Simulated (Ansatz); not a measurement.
Consider the isomerisation: `BCO/C=N/C` → `C/N=C(\C)BO`.

Calculated with Ansatz (gas phase, PBE0-D4/def2-TZVP geometries, no zero-point term in ΔE). CCSD(T)/CBS is the MP2 limit (def2-TZVPP, def2-QZVPP) plus CCSD(T) − MP2 in def2-TZVPP, frozen cores. Double bonds are as drawn, so ΔE can hold a change between cis and trans. Functionals use def2-TZVPP. B3LYP here is the variant with VWN-RPA as its local correlation; programs differ in this. Each species was taken in one conformer, which may not be the lowest.

`BCO/C=N/C`:

Cartesian coordinates in Å:
```
B -0.826 -1.433 -2.498
C -0.572 -0.523 -1.277
O 0.434 -1.020 -0.398
C 0.697 -0.274 0.677
N 0.122 0.810 0.946
C 0.522 1.494 2.146
H -0.230 -2.453 -2.673
H -1.657 -1.079 -3.282
H -0.310 0.493 -1.611
H -1.510 -0.365 -0.723
H 1.480 -0.743 1.283
H 1.311 0.975 2.711
H 0.883 2.496 1.896
H -0.343 1.623 2.803
```

`C/N=C(\C)BO`:

Z-matrix (Å, degrees):
```
C
N 1 1.443
H 1 1.090 2 109.7
H 1 1.098 2 111.7 3 -120.3
H 1 1.098 2 111.7 3 120.3
C 2 1.280 1 118.6 3 -180.0
B 6 1.569 2 114.9 1 -180.0
C 6 1.504 2 124.0 1 0.0
O 7 1.355 6 118.0 2 179.9
H 7 1.198 6 120.9 2 -0.1
H 8 1.089 6 111.2 2 -179.9
H 8 1.095 6 110.9 2 -59.1
H 8 1.095 6 110.9 2 59.2
H 9 0.960 7 113.2 6 -180.0
```

| level | ΔE (kJ/mol) | difference from CCSD(T)/CBS |
| --- | --- | --- |
| PBE-D4 | -207.8 | 14.6 |
| r2SCAN-D4 | -210.0 | 12.4 |
| PBE0-D4 | -209.6 | 12.8 |
| B3LYP-D4 | -209.0 | 13.4 |
| ωB97X-V | -204.8 | 17.6 |
| ωB97M-V | -212.6 | 9.8 |
| B2PLYP | -212.4 | 10.0 |
| PBE | -205.6 | 16.8 |
| r2SCAN | -209.5 | 12.9 |
| PBE0 | -207.6 | 14.8 |
| B3LYP | -205.3 | 17.1 |
| HF/def2-TZVPP | -196.6 | 25.8 |
| MP2/def2-TZVPP | -225.4 | -3.0 |
| SCS-MP2/def2-TZVPP | -218.5 | 3.9 |
| CCSD/def2-TZVPP | -217.3 | 5.1 |
| CCSD(T)/def2-TZVPP | -219.4 | 3.0 |
| HF/def2-QZVPP | -196.7 | 25.7 |
| MP2/def2-QZVPP | -227.1 | -4.7 |
| SCS-MP2/def2-QZVPP | -220.6 | 1.8 |
| HF/CBS(def2) | -196.7 | 25.7 |
| MP2/CBS(def2) | -228.3 | -5.9 |
| CCSD/CBS(def2) | -220.3 | 2.1 |
| CCSD(T)/CBS | -222.4 | 0 |

Largest T1 diagnostic among the species: 0.013.

In def2-TZVPP, CCSD(T) changes the Hartree–Fock value by −22.8 kJ/mol (the triples alone add −2.1 kJ/mol) and MP2 by −28.7 kJ/mol. The D4 term adds −3.7 kJ/mol with B3LYP and −2.0 kJ/mol with PBE0; it sums over pairs of atoms, weighted by their polarisabilities, and B3LYP, whose exchange is more repulsive, gets the larger term.
